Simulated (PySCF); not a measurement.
Compound: C5H3NS.
SMILES with atom numbers: `[N:1]#[C:2][c:3]1[cH:4][cH:5][s:6][cH:7]1` (hydrogens: H8 on C4; H9 on C5; H10 on C7)

Computed geometry: GFN2-xTB, gas phase.

Question: Give the optimised bond lengths and angles.

Answer: 
```tsv
bond	length (Å)	order
N1≡C2	1.147	triple
C2–C3	1.407	single
C3–C4	1.424	aromatic
C4–C5	1.353	aromatic
C5–S6	1.723	aromatic
S6–C7	1.710	aromatic
C3–C7	1.369	aromatic
C4–H8	1.075	single
C5–H9	1.072	single
C7–H10	1.072	single
```

Orders are formal, as drawn. A selection of angles:
```tsv
angle	degrees
N1–C2–C3	179.3
C2–C3–C4	123.7
C2–C3–C7	123.9
C4–C3–C7	112.4
C3–C4–C5	112.0
C3–C4–H8	123.3
C5–C4–H8	124.7
C4–C5–S6	112.4
C4–C5–H9	128.2
S6–C5–H9	119.4
C5–S6–C7	91.2
S6–C7–H10	120.4
C3–C7–S6	111.9
C3–C7–H10	127.6
```

The 7 heavy atoms lie in one plane (0.000 Å rms). The 5-membered ring C3–C4–C5–S6–C7 has internal angles of 91.2° to 112.4°; it is planar, 0.00 Å rms from its mean plane, widest ring torsion 0°. The 4 C–C bonds span 1.353 Å (C4–C5, aromatic) to 1.424 Å (C3–C4, aromatic), a spread of 0.071 Å.

Point group: Cs (tolerance 0.08 Å). Whether it is a minimum is left open (no frequencies).
